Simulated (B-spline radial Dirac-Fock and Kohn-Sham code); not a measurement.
Method: Dirac-Fock energy differences between relaxed states, corrected for Breit and QED terms. Computed with a radial finite-basis atomic code. Free neutral atoms.

Question: Order these X-ray lines by photon energy, lowest first.
A. Ba Mζ2
B. Fe Lβ6
C. Fe Lη
D. Lu Mζ1
E. Zn Lℓ
F. Nd Mζ1

Answer: A (591.5 eV), C (624.6 eV), B (715.5 eV), F (742.2 eV), E (878.6 eV), D (1225.6 eV).
